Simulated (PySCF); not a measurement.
C2H5O, SMILES [CH2]OC, multiplicity 2.

Coordinates come from a PBE-D3(BJ)/def2-TZVP optimisation. The isomer is the one that the SMILES or the coordinates give; other isomers of the formula were not compared.

Method: PBE-D3(BJ)/def2-TZVP run with PySCF 2.14.0.

No scaling factor is applied to the harmonic values.

Give all harmonic wavenumbers and intensities. (Estimate from the structure and the level; the computed values follow.)


| mode | ν (cm⁻¹) | IR (km/mol) | moving atoms (share of kinetic energy) |
|---|---|---|---|
| 1 | 165 | 2.1 | H 90 % |
| 2 | 292 | 4.0 | H 79 %, O 14 % |
| 3 | 419 | 4.0 | H 39 %, C 36 %, O 25 % |
| 4 | 510 | 57.1 | H 76 %, C 23 % |
| 5 | 939 | 32.2 | C 58 %, O 24 %, H 17 % |
| 6 | 1099 | 4.2 | H 78 %, C 21 % |
| 7 | 1125 | 1.2 | H 77 %, C 18 % |
| 8 | 1208 | 20.5 | H 58 %, C 24 %, O 18 % |
| 9 | 1250 | 117.5 | O 47 %, C 36 %, H 16 % |
| 10 | 1403 | 0.8 | H 91 % |
| 11 | 1431 | 8.8 | H 96 % |
| 12 | 1440 | 3.4 | H 86 %, C 13 % |
| 13 | 1450 | 16.1 | H 91 % |
| 14 | 2931 | 55.7 | H 97 % |
| 15 | 2990 | 47.3 | H 90 %, C 10 % |
| 16 | 3046 | 19.1 | H 96 % |
| 17 | 3071 | 16.1 | H 91 %, C 9 % |
| 18 | 3197 | 10.2 | H 89 %, C 11 % |
